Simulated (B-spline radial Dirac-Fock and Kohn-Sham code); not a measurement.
# Nd⁵⁺: input and output of one calculation

ΔSCF core binding energies without Breit or QED terms, calculated with a radial atomic solver. Keys: rel is the Hamiltonian (dirac, or spin-free x2c and nr, where L3 and M5 stand for the whole 2p and 3d shells), method is hf or an exchange,correlation pair (spin-unpolarised, also for the hole states), nuc the nuclear model, radius_factor scales its radius, rmax is the box in bohr, h the logarithmic mesh step, order the B-spline order, points the quadrature points per cell, c_factor scales the speed of light, and damp, ndamp, maxit and tol steer the iteration. The run stops when the commutator error falls below 10·tol·max(1, Z/10), or the numerical noise floor, and the energy has settled to about 1e-8 Ha; the virial ratio is −V/T.

Input (task.json):

```json
{"items": [{"Z": 60, "q": 5, "cfg": [[1, 0, 2], [2, 0, 2], [2, 1, 6], [3, 0, 2], [3, 1, 6], [3, 2, 10], [4, 0, 2], [4, 1, 6], [4, 2, 10], [4, 3, 2], [5, 0, 2], [5, 1, 5]], "A": 142, "rrms": 4.9123, "do": "settings", "holes": ["K", "L3", "M5"],
  "settings": [{"rel": "dirac", "method": "hf", "nuc": "fermi", "radius_factor": 1.0, "rmax": 45.0, "h": 0.18, "order": 8, "points": 10, "c_factor": 10.0, "maxit": 60, "damp": 0.8, "ndamp": 3, "tol": 1e-08}]}]}
```

Command: `python xray2_run.py task.json out`

Ground-state iterations:

```
iter   energy (Ha)        error
   1    -9256.12851730  1.41e+00
   2    -9274.19457645  5.29e-01
   3    -9277.63509868  3.72e-01
   4    -9279.43724527  2.59e-01
   5    -9280.71273157  1.47e-01
   6    -9281.33452928  5.81e-03
   7    -9281.33506902  8.48e-04
   8    -9281.33507739  6.69e-05
   9    -9281.33507744  2.53e-06
  10    -9281.33507744  1.85e-07
```

The ground state converged in 10 iterations, with total energy -9281.33508 Ha, virial ratio 1.99937 and highest orbital energy -81.27 eV. ΔSCF binding energies: K (1s) 41580.9 eV, L3 (2p3/2) 6297.4 eV, M5 (3d5/2) 1082.4 eV.
